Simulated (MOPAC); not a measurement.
Input for MOPAC: PM7 on H3NO2S (a complex).

```
PM7 1SCF PRECISE CHARGE=0 THREADS=1
H3NO2S

N      0.01650301 1     0.00067770 1     0.62235179 1
H     -0.30499019 1    -0.92669669 1     0.36976459 1
H     -0.77807602 1     0.63016042 1     0.63148065 1
H      0.67795129 1     0.32053403 1    -0.07512107 1
O     -0.22253875 1     0.94552818 1     3.55411665 1
S      0.63944537 1    -0.14474379 1     3.16197660 1
O      0.12809542 1    -1.48524251 1     3.32621165 1
```

It printed:

```
*******************************************************************************
 **                                                                           **
 **                              MOPAC v23.2.5                                **
 **                                                                           **
 *******************************************************************************
 ** MOPAC's Digital Object Identifier: https://doi.org/10.5281/zenodo.6511958 **
 **                                                                           **
 ** Please cite the open-source release paper for use of this MOPAC version:  **
 ** J. E. Moussa and J. J. P. Stewart (2026)                                  **
 ** MOPAC: An open-source semiempirical molecular orbital program             **
 ** J. Open Source Softw., 11(119), 8025, https://doi.org/10.21105/joss.08025 **
 *******************************************************************************

                              PM7 CALCULATION RESULTS

 *******************************************************************************
 *  PM7        - The PM7 Hamiltonian to be used
 *
 *
 *
 *                 CHARGE ON SYSTEM = 0
 *
 *
 *
 *  PRECISE    - TIGHTER CRITERIA TO BE USED
 *  1SCF       - DO 1 SCF AND THEN STOP
 *  THREADS=1  - MULTI-THREADING NOT USED
 *  T=         - A TIME OF 172800.0 SECONDS REQUESTED
 *  DUMP=N     - RESTART FILE WRITTEN EVERY 7200.0 SECONDS REQUESTED
 *******************************************************************************
PM7 1SCF PRECISE CHARGE=0 THREADS=1
 H3NO2S

   ATOM   CHEMICAL          X               Y               Z
  NUMBER   SYMBOL      (ANGSTROMS)     (ANGSTROMS)     (ANGSTROMS)

     1       N          0.01650301  *   0.00067770  *   0.62235179  *
     2       H         -0.30499019  *  -0.92669669  *   0.36976459  *
     3       H         -0.77807602  *   0.63016042  *   0.63148065  *
     4       H          0.67795129  *   0.32053403  *  -0.07512107  *
     5       O         -0.22253875  *   0.94552818  *   3.55411665  *
     6       S          0.63944537  *  -0.14474379  *   3.16197660  *
     7       O          0.12809542  *  -1.48524251  *   3.32621165  *



          CARTESIAN COORDINATES

    NO.       ATOM           X           Y           Z

     1         N          0.0165      0.0007      0.6224
     2         H         -0.3050     -0.9267      0.3698
     3         H         -0.7781      0.6302      0.6315
     4         H          0.6780      0.3205     -0.0751
     5         O         -0.2225      0.9455      3.5541
     6         S          0.6394     -0.1447      3.1620
     7         O          0.1281     -1.4852      3.3262

 General Reference for PM7:
 "Optimization of Parameters for Semiempirical Methods VI: More Modifications to the
 NDDO Approximations and Re-optimization of Parameters", J. J. P. Stewart, J. Mol. Mod., 1:32, 19 (2013)
 https://link.springer.com/article/10.1007/s00894-012-1667-x

           Empirical Formula: H3 N O2 S  =     7 atoms



      MOLECULAR POINT GROUP   :   C1


      RHF CALCULATION, NO. OF DOUBLY OCCUPIED LEVELS = 13


 -------------------------------------------------------------------------------
 PM7 1SCF PRECISE CHARGE=0 THREADS=1
 H3NO2S



     1SCF WAS SPECIFIED, SO BFGS WAS NOT USED
     SCF FIELD WAS ACHIEVED


                              PM7 CALCULATION
                                                       MOPAC v23.2.5 Linux




          FINAL HEAT OF FORMATION =        -73.56290 KCAL/MOL =    -307.78719 KJ/MOL


          COSMO AREA              =        103.44 SQUARE ANGSTROMS
          COSMO VOLUME            =         86.12 CUBIC ANGSTROMS

          IONIZATION POTENTIAL    =          9.475748 EV
          HOMO LUMO ENERGIES (EV) =         -9.476  0.023
          NO. OF FILLED LEVELS    =         13
          MOLECULAR WEIGHT        =         81.0892         POINT GROUP:  C1

          MOLECULAR DIMENSIONS (Angstroms)

            Atom       Atom       Distance
            O     7    H     4     3.89002
            O     5    H     2     3.16679
            S     6    H     3     1.70310


          SCF CALCULATIONS        =          1





   ATOM   CHEMICAL          X               Y               Z
  NUMBER   SYMBOL      (ANGSTROMS)     (ANGSTROMS)     (ANGSTROMS)

     1       N          0.01650301  *   0.00067770  *   0.62235179  *
     2       H         -0.30499019  *  -0.92669669  *   0.36976459  *
     3       H         -0.77807602  *   0.63016042  *   0.63148065  *
     4       H          0.67795129  *   0.32053403  *  -0.07512107  *
     5       O         -0.22253875  *   0.94552818  *   3.55411665  *
     6       S          0.63944537  *  -0.14474379  *   3.16197660  *
     7       O          0.12809542  *  -1.48524251  *   3.32621165  *

                             CARTESIAN COORDINATES

   1    N        0.016503010     0.000677700     0.622351790
   2    H       -0.304990190    -0.926696690     0.369764590
   3    H       -0.778076020     0.630160420     0.631480650
   4    H        0.677951290     0.320534030    -0.075121070
   5    O       -0.222538750     0.945528180     3.554116650
   6    S        0.639445370    -0.144743790     3.161976600
   7    O        0.128095420    -1.485242510     3.326211650


           Empirical Formula: H3 N O2 S  =     7 atoms



      MOLECULAR POINT GROUP   :   C1


                  EIGENVALUES
 -36.18666 -29.61020 -27.78069 -18.37560 -16.80511 -16.72568 -14.26064 -14.10099
 -13.56555 -11.37472 -11.36233 -11.20573  -9.47575   0.02290   1.75822   2.37975
   3.92185   4.94770   5.03504   5.04021   5.72051   6.07871   6.15409   6.65194


              NET ATOMIC CHARGES AND DIPOLE CONTRIBUTIONS

  ATOM NO.   TYPE          CHARGE      No. of ELECS.   s-Pop       p-Pop       d-Pop
    1          N          -0.717944        5.7179     1.62788     4.09006
    2          H           0.254804        0.7452     0.74520
    3          H           0.256087        0.7439     0.74391
    4          H           0.245536        0.7545     0.75446
    5          O          -0.749061        6.7491     1.89394     4.85512
    6          S           1.459200        4.5408     1.79436     2.27266     0.47378
    7          O          -0.748621        6.7486     1.89394     4.85468
 DIPOLE           X         Y         Z       TOTAL
 POINT-CHG.     4.234     0.941    -3.591     5.631
 HYBRID        -1.947    -0.220    -0.656     2.066
 SUM            2.287     0.721    -4.248     4.878


          ATOMIC ORBITAL ELECTRON POPULATIONS

     Atom    s        px        py        pz      x^2-y^2     xz        z^2       yz        xy
    1  N   1.62788   1.29716   1.21010   1.58280
    2  H   0.74520
    3  H   0.74391
    4  H   0.75446
    5  O   1.89394   1.68085   1.53349   1.64078
    6  S   1.79436   0.92615   0.67279   0.67372   0.19363   0.01109   0.06404   0.08646   0.11856
    7  O   1.89394   1.75319   1.43986   1.66163

 **********************
 *                    *
 * JOB ENDED NORMALLY *
 *                    *
 **********************




 == MOPAC DONE ==
```

The run finished.

Cost: roughly 0.020 core-seconds.
